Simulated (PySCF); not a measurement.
Trifluoroacetate, C₂F₃O₂ (charge -1).
Z-matrix (Å and degrees, GFN2-xTB geometry), rows numbered from 1:
```
O 
C   1  1.2186
O   2  1.2193  1  134.71
C   2  1.6523  1  113.16  3   180.00
F   4  1.3598  2  113.06  1  -120.42
F   4  1.3599  2  113.05  1   120.22
F   4  1.3561  2  114.63  1    -0.10
```

Computed geometry: GFN2-xTB, gas phase.

Take the most abundant isotopes and a rigid rotor. 

**Question.** What are A, B and C (MHz)?

**Answer.** Ia = 128.83, Ib = 209.45, Ic = 249.62 u·Å²; 505379 MHz·u·Å²/I gives A = 3923, B = 2413, C = 2025 MHz.

**Question.** Classify the top.

**Answer.** An asymmetric top. Ray's parameter κ = (2B − A − C)/(A − C) = -0.591; −1 is the prolate and +1 the oblate limit.

**Question.** What does the inertial defect say?

**Answer.** Not planar: Δ = Ic − Ia − Ib = -88.65 u·Å². For a rigid frame Δ = −2 Σ m c², so Σ m c² = 44.33 u·Å² lies off the ab plane. The atom farthest from that plane is 1.08 Å away.

**Question.** Give the coordinates in the principal-axis frame, origin at the centre of mass.

**Answer.** The sense of each axis is arbitrary; atoms in the order of the calculation.
```json
{"atom": "O1", "mass (u)": "15.995", "a (Å)": "1.629", "b (Å)": "1.128", "c (Å)": "0.000"}
{"atom": "C2", "mass (u)": "12.000", "a (Å)": "1.150", "b (Å)": "0.007", "c (Å)": "0.000"}
{"atom": "O3", "mass (u)": "15.995", "a (Å)": "1.610", "b (Å)": "-1.122", "c (Å)": "0.000"}
{"atom": "C4", "mass (u)": "12.000", "a (Å)": "-0.502", "b (Å)": "0.006", "c (Å)": "0.000"}
{"atom": "F5", "mass (u)": "18.998", "a (Å)": "-1.034", "b (Å)": "-0.628", "c (Å)": "1.079"}
{"atom": "F6", "mass (u)": "18.998", "a (Å)": "-1.034", "b (Å)": "-0.624", "c (Å)": "-1.081"}
{"atom": "F7", "mass (u)": "18.998", "a (Å)": "-1.068", "b (Å)": "1.239", "c (Å)": "0.002"}
```

**Question.** Where do the levels up to J = 5 lie, in K?

**Answer.** Above 0(0,0), as E/k:
J = 1: 1(0,1) 0.213, 1(1,1) 0.285, 1(1,0) 0.304
J = 2: 2(0,2) 0.636, 2(1,2) 0.693, 2(1,1) 0.749, 2(2,1) 0.966, 2(2,0) 0.969
J = 3: 3(0,3) 1.263, 3(1,3) 1.302, 3(1,2) 1.413, 3(2,2) 1.605, 3(2,1) 1.620, 3(3,1) 2.016, 3(3,0) 2.016
J = 4: 4(0,4) 2.087, 4(1,4) 2.111, 4(1,3) 2.295, 4(2,3) 2.454, 4(2,2) 2.497, 4(3,2) 2.873, 4(3,1) 2.875, 4(4,1) 3.441, 4(4,0) 3.441
J = 5: 5(0,5) 3.105, 5(1,5) 3.119, 5(1,4) 3.389, 5(2,4) 3.512, 5(2,3) 3.601, 5(3,3) 3.946, 5(3,2) 3.955, 5(4,2) 4.513, 5(4,1) 4.513, 5(5,1) 5.242, 5(5,0) 5.242

**Question.** Estimate the classical rotational partition function at 25 K, 200 K and 298.15 K.

**Answer.** Point group Cs, symmetry number σ = 1; q = (√π/σ)·√((kT/h)³/(ABC)), k/h = 20836.6 MHz/K: 4810 at 25 K, 109000 at 200 K, 198000 at 298.15 K.

No GFN2-xTB frequencies stand behind this structure, so it isn't proved a minimum. Constants of a rigid frame at the computed geometry: no zero-point averaging, no centrifugal distortion.
